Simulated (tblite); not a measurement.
Species: C2H14BNSi2.
Atom-mapped SMILES: `[CH3:1][CH2:2][B@H-:3]([SiH3:4])[NH2+:5][SiH3:6]` (hydrogens: H7, H8, H9 on C1; H10, H11 on C2; H12 on B3; H13, H14, H15 on Si4; H16, H17 on N5; H18, H19, H20 on Si6)

Computed with GFN2-xTB (tblite), gas phase: L-BFGS steps from a force-field or distance-geometry start until the largest atomic force falls under 0.01 eV/Å.

Step 58: E = -518.0453 eV
```
atom  x, y, z in Å  |  force x, y, z in eV/Å
C1     -1.3227   -2.1094   -0.4296    0.023  -0.035   0.001
C2     -1.5078   -0.5946   -0.5612   -0.009  -0.020  -0.008
B3     -0.3941    0.2714    0.2558    0.021   0.028  -0.014
Si4    -0.7139    2.2152    0.3441    0.012   0.059   0.040
N5      1.0192    0.0950   -0.6838   -0.008  -0.014   0.018
Si6     2.5447    0.0001    0.2413    0.003   0.008  -0.006
H7     -2.0017   -2.6679   -1.0749   -0.032   0.040   0.009
H8     -0.3051   -2.4137   -0.6828    0.014  -0.015  -0.047
H9     -1.4998   -2.4163    0.5984   -0.025  -0.004   0.017
H10    -2.5139   -0.3516   -0.2122   -0.023  -0.004   0.025
H11    -1.4974   -0.3320   -1.6262   -0.021  -0.006  -0.034
H12    -0.1272   -0.2353    1.3066    0.029  -0.021  -0.003
H13    -0.8378    2.8409   -0.9949   -0.033   0.017  -0.050
H14     0.4464    2.9686    0.8825    0.016   0.020   0.018
H15    -1.8478    2.7528    1.1103   -0.006  -0.047  -0.027
H16     0.8349   -0.7592   -1.2029    0.019  -0.023  -0.003
H17     1.0022    0.8501   -1.3623   -0.001   0.012   0.033
H18     2.5096    1.0513    1.2412    0.027   0.019   0.018
H19     3.6189    0.2056   -0.7375   -0.001   0.000  -0.012
H20     2.5885   -1.3600    0.7652   -0.006  -0.013   0.025
```

Step 59: E = -518.0467 eV
```
atom  x, y, z in Å  |  force x, y, z in eV/Å
C1     -1.3229   -2.1078   -0.4334    0.031  -0.022  -0.009
C2     -1.5077   -0.5923   -0.5561   -0.008  -0.023  -0.018
B3     -0.3890    0.2706    0.2572    0.024   0.022  -0.018
Si4    -0.7116    2.2132    0.3444    0.024   0.095   0.060
N5      1.0209    0.0916   -0.6845   -0.015  -0.014   0.016
Si6     2.5441   -0.0008    0.2439    0.016   0.012  -0.016
H7     -2.0061   -2.6602   -1.0805   -0.029   0.034   0.047
H8     -0.3074   -2.4107   -0.6976    0.007  -0.020  -0.031
H9     -1.4922   -2.4166    0.5958   -0.027  -0.025  -0.016
H10    -2.5116   -0.3515   -0.1995   -0.020   0.002   0.020
H11    -1.5032   -0.3262   -1.6202   -0.026   0.005  -0.035
H12    -0.1168   -0.2385    1.3046    0.017  -0.021   0.021
H13    -0.8421    2.8349   -0.9956   -0.023   0.018  -0.056
H14     0.4428    2.9794    0.8843   -0.015  -0.008  -0.001
H15    -1.8519    2.7458    1.1047   -0.003  -0.049  -0.019
H16     0.8353   -0.7639   -1.2003    0.022  -0.033  -0.011
H17     1.0027    0.8444   -1.3648    0.006   0.024   0.020
H18     2.5055    1.0616    1.2315    0.031   0.016   0.027
H19     3.6234    0.1958   -0.7318   -0.007  -0.003  -0.012
H20     2.5828   -1.3578    0.7757   -0.005  -0.011   0.029
```

Step 60: E = -518.0480 eV
```
atom  x, y, z in Å  |  force x, y, z in eV/Å
C1     -1.3240   -2.1060   -0.4356    0.026   0.005  -0.017
C2     -1.5066   -0.5896   -0.5517   -0.005  -0.011  -0.022
B3     -0.3823    0.2702    0.2579    0.021   0.010  -0.013
Si4    -0.7103    2.2124    0.3451    0.034   0.092   0.043
N5      1.0238    0.0884   -0.6863   -0.009  -0.011   0.009
Si6     2.5450   -0.0021    0.2459    0.020   0.012  -0.012
H7     -2.0143   -2.6504   -1.0823   -0.024   0.017   0.073
H8     -0.3114   -2.4099   -0.7118   -0.007  -0.023  -0.010
H9     -1.4869   -2.4153    0.5951   -0.019  -0.042  -0.050
H10    -2.5085   -0.3484   -0.1882   -0.005   0.000   0.011
H11    -1.5069   -0.3203   -1.6154   -0.030   0.006  -0.022
H12    -0.1045   -0.2428    1.3023    0.001  -0.010   0.029
H13    -0.8489    2.8268   -0.9985   -0.012   0.018  -0.039
H14     0.4364    2.9920    0.8858   -0.033  -0.023  -0.013
H15    -1.8587    2.7346    1.0998   -0.006  -0.041  -0.008
H16     0.8374   -0.7684   -1.2000    0.024  -0.028  -0.010
H17     1.0053    0.8401   -1.3676    0.009   0.025   0.013
H18     2.5008    1.0686    1.2253    0.037   0.004   0.023
H19     3.6306    0.1890   -0.7248   -0.019  -0.005  -0.009
H20     2.5794   -1.3579    0.7827   -0.003   0.005   0.027
```

Step 61: E = -518.0489 eV
```
atom  x, y, z in Å  |  force x, y, z in eV/Å
C1     -1.3278   -2.1048   -0.4338    0.009   0.021  -0.022
C2     -1.5036   -0.5878   -0.5504    0.006   0.013  -0.014
B3     -0.3754    0.2706    0.2571    0.010   0.002  -0.004
Si4    -0.7112    2.2131    0.3451    0.031   0.052   0.007
N5      1.0283    0.0874   -0.6884    0.001  -0.006   0.004
Si6     2.5484   -0.0038    0.2465    0.010   0.008  -0.009
H7     -2.0270   -2.6418   -1.0767   -0.018  -0.004   0.074
H8     -0.3191   -2.4144   -0.7175   -0.012  -0.024   0.001
H9     -1.4883   -2.4111    0.5983   -0.007  -0.051  -0.057
H10    -2.5042   -0.3422   -0.1855    0.003  -0.001   0.006
H11    -1.5042   -0.3199   -1.6145   -0.031   0.010  -0.018
H12    -0.0939   -0.2452    1.3002   -0.013   0.005   0.021
H13    -0.8588    2.8220   -1.0021   -0.001   0.013  -0.012
H14     0.4281    3.0017    0.8858   -0.031  -0.016  -0.013
H15    -1.8675    2.7206    1.0962   -0.008  -0.029   0.002
H16     0.8418   -0.7690   -1.2030    0.025  -0.017  -0.008
H17     1.0108    0.8407   -1.3681    0.009   0.018   0.008
H18     2.4985    1.0645    1.2281    0.039   0.005   0.026
H19     3.6381    0.1922   -0.7178   -0.018  -0.004  -0.018
H20     2.5821   -1.3619    0.7780   -0.002   0.007   0.028
```

Question: Estimate the geometry and energy of step 62. (The exact step hangs on the optimiser's Hessian estimate; all steps are aligned on step 61, rigid shifts and turns removed.)

Answer: E = -518.0495 eV, largest force 0.073 eV/Å
```
atom  x, y, z in Å  |  force x, y, z in eV/Å
C1     -1.3270   -2.1042   -0.4357   -0.005   0.036  -0.013
C2     -1.5030   -0.5865   -0.5486    0.002   0.024  -0.011
B3     -0.3725    0.2712    0.2577    0.004   0.001   0.003
Si4    -0.7102    2.2154    0.3458    0.011  -0.005  -0.033
N5      1.0289    0.0856   -0.6892    0.015   0.000  -0.006
Si6     2.5488   -0.0037    0.2470    0.009   0.004   0.015
H7     -2.0307   -2.6372   -1.0759   -0.023  -0.020   0.053
H8     -0.3200   -2.4150   -0.7248   -0.020  -0.021   0.007
H9     -1.4862   -2.4137    0.5958    0.009  -0.042  -0.059
H10    -2.5028   -0.3410   -0.1794    0.023  -0.010  -0.005
H11    -1.5071   -0.3161   -1.6129   -0.031   0.003   0.007
H12    -0.0892   -0.2461    1.3009   -0.023   0.018   0.005
H13    -0.8614    2.8197   -1.0048    0.006   0.011   0.014
H14     0.4257    3.0047    0.8864   -0.013   0.005  -0.005
H15    -1.8710    2.7152    1.0943   -0.009  -0.019   0.007
H16     0.8428   -0.7720   -1.2029    0.026   0.004   0.001
H17     1.0115    0.8389   -1.3694    0.007   0.002   0.012
H18     2.4974    1.0693    1.2262    0.042  -0.023   0.000
H19     3.6410    0.1880   -0.7163   -0.030  -0.005  -0.010
H20     2.5799   -1.3617    0.7833    0.000   0.037   0.016
```

The energy changes by -0.0006 eV. The first-order estimate −F·Δx gives -0.0010 eV and the mean of the old and new forces, exact on a quadratic surface, -0.0006 eV. The step makes an angle of 73° with the force vector and moves no atom by more than 0.007 Å.

The cost below is that of the whole relaxation. Hardware: one thread, Intel Xeon at 2.50 GHz (x86_64) (shared host). Cost: 4.7 s wall.
